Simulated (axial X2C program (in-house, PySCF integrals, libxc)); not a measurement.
## SrPd: from the spin-free to the two-component result

Calculated with an in-house all-electron X2C program for linear molecules (integrals from PySCF). Spin-free means the one-electron spin-free X2C Hamiltonian; two-component (2c) means X2C with spin–orbit coupling and atomic mean-field two-electron Coulomb and Gaunt terms, so the difference of the two also holds small scalar two-electron terms. Basis: Pd dyall-cv3z [12s12p8d5f3g], Sr dyall-cv3z [13s12p8d5f1g] (cores contracted in-house); Gaussian nuclei, density fitting, unrestricted open shells. Masses: Pd 105.903 u, Sr 87.906 u.

Spin-free state: M_S = 0, Λ = 0 (closed shell); fragments Pd + Sr.

```tsv
level	Re (Å)	ωe (cm⁻¹)	De (eV)	μ (D)
PBE0	2.464	192.1	2.044	4.06
HF	2.787	111.1	n/a	1.26
MP2	2.546	172.4	1.600	n/a
BLYP	2.483	198.5	2.402	4.63
```

Correlated methods: 12 electrons correlated (number of frozen shells: Pd 4 s, 3 p, 1 d; Sr 4 s, 3 p, 1 d), 354 virtual spin orbitals or spinors in MP2.

Dipoles are positive if Sr is the positive end.

Two-component determinant lowest at the distance of the search:

Ω = 0 (closed shell); fragments Pd + Sr.

```tsv
level	Re (Å)	ωe (cm⁻¹)	De (eV)	μ (D)
PBE0	2.463	192.2	2.049	4.05
HF	2.786	111.2	n/a	1.26
MP2	2.545	172.5	1.601	n/a
BLYP	2.483	198.5	2.406	4.63
```

(1) From the two tables, how do the constants change at the MP2 level (2c against spin-free)?

The state is a single determinant with fixed occupations, the lowest that a limited PBE0 search found. The closed shell is kept restricted, so the energy runs too high when the bond is stretched far. Dissociation energies refer to the lowest single-determinant-based atoms at the same level and basis. De is not given where an atomic determinant may have missed its ground term or J level, or where the truncated virtual space spoils (T). The outer-core s and p shells of the metal are frozen in the correlated rows, which leaves out core–valence correlation; for alkali and alkaline-earth bonds that tends to lengthen them. With the outer-core shells frozen, correlated bond lengths of heavy atoms tend to come out a few hundredths of an ångström too long.

Results:

(1) At the MP2 level Re goes down by 0.001 Å and ωe doesn't move by more than 0.2 cm⁻¹; De changes by 0.001 eV.
